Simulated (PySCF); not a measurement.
Input file for PySCF: R-HF/STO-3G on CH6AlN (SMILES [CH3][AlH][NH2]), a point of a bond scan (R = 1.581 Å).

```python
from pyscf import gto, scf, dft, mp
from pyscf.data.elements import chemcore

mol = gto.M(
    atom='''
    Al   -0.27445294   -0.28120700   -0.33028897
    H    -1.12314939   -1.12233866   -1.36565167
    C     0.13996125    1.61435917   -0.55556952
    H     0.69355590    1.78924499   -1.48298603
    H     0.73697373    2.01500929    0.26678325
    H    -0.77388612    2.21218341   -0.62370655
    N     0.31277928   -1.15023681    1.10029951
    H     0.86352939   -0.74691531    1.84233245
    H     0.14164226   -2.12598999    1.28830568
    ''',
    basis='sto-3g',
    charge=0, spin=0, verbose=3, max_memory=1800)
mf = scf.RHF(mol)
mf.conv_tol = 1e-8
mf.max_cycle = 100
mf.kernel()
if not mf.converged:
    mf = mf.newton().run(mf.mo_coeff, mf.mo_occ)
```

Task: What total energy does the run end on?

Result: -333.6923 hartree.
